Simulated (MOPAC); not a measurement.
MOPAC input (PM6):

```
PM6 1SCF GEO-OK AUX(PRECISION=9) THREADS=1
CuF

Cu   -0.00000000 1   -0.00000000 1   -0.41954120 1
F     0.00000000 1    0.00000000 1    1.35185499 1
```

From the output:

```
                                                       MOPAC v23.2.5 Linux

          FINAL HEAT OF FORMATION =         10.60123 KCAL/MOL =      44.35554 KJ/MOL

          COSMO AREA              =         53.80 SQUARE ANGSTROMS
          COSMO VOLUME            =         34.62 CUBIC ANGSTROMS

          IONIZATION POTENTIAL    =          9.624569 EV
          HOMO LUMO ENERGIES (EV) =         -9.625  0.411
          NO. OF FILLED LEVELS    =          9
          MOLECULAR WEIGHT        =         82.5444         POINT GROUP:  C*v

          MOLECULAR DIMENSIONS (Angstroms)

            Atom       Atom       Distance
            F     2   Cu     1     1.77140
            F     2   Cu     1     0.00000
           Cu     1    F     2     0.00000

          SCF CALCULATIONS        =          1

   ATOM   CHEMICAL          X               Y               Z
  NUMBER   SYMBOL      (ANGSTROMS)     (ANGSTROMS)     (ANGSTROMS)

     1      Cu         -0.00000000  *  -0.00000000  *  -0.41954120  *
     2       F          0.00000000  *   0.00000000  *   1.35185499  *

                             CARTESIAN COORDINATES

   1   Cu       -0.000000000    -0.000000000    -0.419541200
   2    F        0.000000000     0.000000000     1.351854990

           Empirical Formula: Cu F  =     2 atoms

      MOLECULAR POINT GROUP   :   C*v

                  EIGENVALUES
 -36.92649 -14.07011 -13.67214 -13.67214 -11.52027 -11.52027 -11.44562 -11.44562
  -9.62457   0.41061 124.74847 124.74847 124.82182

              NET ATOMIC CHARGES AND DIPOLE CONTRIBUTIONS

  ATOM NO.   TYPE          CHARGE      No. of ELECS.   s-Pop       p-Pop       d-Pop
    1         Cu           0.506387       10.4936     0.56309     0.00062     9.92990
    2          F          -0.506387        7.5064     1.98341     5.52298
 DIPOLE           X         Y         Z       TOTAL
 POINT-CHG.     0.000     0.000    -4.309     4.309
 HYBRID         0.000    -0.000    -0.113     0.113
 SUM            0.000    -0.000    -4.422     4.422

          ATOMIC ORBITAL ELECTRON POPULATIONS

     Atom    s        px        py        pz      x^2-y^2     xz        z^2       yz        xy
    1 Cu   0.56309   0.00004   0.00004   0.00053   2.00000   1.99997   1.92995   1.99997   2.00000
    2  F   1.98341   1.99998   1.99998   1.52302

 **********************
 *                    *
 * JOB ENDED NORMALLY *
 *                    *
 **********************

 == MOPAC DONE ==
```

The geometry given is a B3LYP-D3(BJ)/def2-TZVP minimum.
